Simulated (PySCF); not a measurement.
Stepwise substitution at one centre (Ga CH3-NH2). Isolated molecules, 0 K electronic values unless said otherwise. One relaxed conformer stands for each flexible species; it need not be the lowest. Strings in code marks are SMILES.

The four lowest singlet excitations (Tamm–Dancoff). These are B3LYP-D3(BJ)/def2-TZVP (PySCF 2.14.0) values and carry that method's errors. B3LYP has the VWN-RPA correlation part, as in Gaussian. Excitations are Tamm–Dancoff values on a coarser integration grid. The basis has no diffuse functions, so Rydberg states are missing or too high.

| state | energy (eV) | wavelength (nm) | oscillator strength |
|---|---|---|---|
| S1 | 5.18 | 239 | 0.000 |
| S2 | 5.19 | 239 | 0.000 |
| S3 | 6.67 | 186 | 0.169 |
| S4 | 6.68 | 186 | 0.173 |

Problem. Say which member gives these states.
A. `[CH3][Ga]([CH3])[CH3]`
B. `[NH2][Ga]([NH2])[NH2]`
C. `[CH3][Ga]([NH2])[NH2]`
D. `[CH3][Ga]([CH3])[NH2]`

Solution. A, `[CH3][Ga]([CH3])[CH3]`
